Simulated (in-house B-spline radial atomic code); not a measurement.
A fraction x of an electron is removed from 4p in neutral selenium, starting from [Ar] 3d10 4s2 4p4 and keeping the highest spin. Computed with a radial B-spline atomic code at the basis-set limit: scalar-relativistic (X2C) wB97X, spin-polarised, spherical fractional occupations, Fermi nucleus of rms radius 4.14 fm.

Caution: exact exchange at fractional occupations of open shells leaves self-interaction of up to several eV.

```csv
x,E(x) - E(0) (eV),4p down level (eV)
0,0.0000,-4.591
0.1,0.4862,-5.136
0.19,0.9710,-5.640
0.29,1.5637,-6.216
0.43,2.4922,-7.053
0.5,3.0009,-7.485
0.56,3.4613,-7.862
0.73,4.8910,-8.966
0.81,5.6296,-9.499
0.89,6.4108,-10.031
1,7.5530,-
```

The exact functional would give a straight line between the two integer points. Deviations E(x) - E(0) - x[E(1) - E(0)], in eV: -0.269 at x = 0.1, -0.464 at x = 0.19, -0.627 at x = 0.29, -0.756 at x = 0.43, -0.776 at x = 0.5, -0.768 at x = 0.56, -0.623 at x = 0.73, -0.488 at x = 0.81, -0.311 at x = 0.89.

The curve lies below the straight line by up to 0.776 eV (at x = 0.5): convex, the delocalisation error, to which spherically averaged exact exchange adds.

(1) How well does Slater's transition state (minus the level at half occupation) give the ionisation energy?

Results:

(1) It gives 7.485 eV against 7.553 eV from the two total energies; NIST lists 9.75 eV, ground level to ground level. The end point has an open shell averaged over its orbitals, so its exact exchange keeps a self-interaction and this is no true integer point.
